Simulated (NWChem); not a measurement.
# MoHS3F; SMILES [F][Mo](=[S])(=[S])[SH]

```xyz
6

Mo     0.0172     0.0965     0.2137
S     -1.4032     1.3231    -0.7211
S      1.8981     0.4167    -0.6452
F      0.0389     0.3934     2.0278
S     -0.4498    -2.0910    -0.3237
H     -1.7942    -1.9776    -0.1877
```
Atoms are numbered in this order, from 1.

Results from NWChem. The geometry was optimised at PBE0/def2-SVP. No frequency run checked for a minimum. def2 effective core potentials on Mo; no spin-orbit coupling.

Task: Predict the results for PBE0/def2-SVP (core potentials). Quantities: highest occupied level (eV); orbital gap (eV); dipole (D).

Result: 
* **highest occupied level (eV)**: -7.77
* **orbital gap (eV)**: 4.09
* **dipole (D)**: 1.60
